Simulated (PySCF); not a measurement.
## How methods differ on the ionisation energy of V⁺

V⁺ [Ar] 3d4 (5D) → V²⁺ [Ar] 3d3 (4F), as a difference of total energies. Computed with PySCF 2.14 in x2c-TZVPPall (6s5p4d2f1g, 64 functions), with the spin-free X2C one-electron Hamiltonian (Gaussian nucleus). Correlated levels: valence and next inner shell: [Ne] frozen. The calculations carry no spin-orbit coupling.

```tsv
method	ionisation energy (eV)	plus first-order spin-orbit estimate	error of that sum (eV)
UHF	13.177	13.161	-1.473
MP2 (valence and next inner shell)	14.702	14.685	+0.051
SCS-MP2 (valence and next inner shell)	14.146	14.130	-0.504
CCSD (valence and next inner shell)	14.422	14.406	-0.228
CCSD(T) (valence and next inner shell)	14.484	14.468	-0.166
```

Reference: 14.634 ± 0.007 eV (measured; NIST Atomic Spectra Database, ionization energies).

A first-order spin-orbit estimate (lowest level to lowest level, LS coupling) adds -0.016 eV.

Errors of the correlated levels include the incompleteness of this basis and the frozen core.
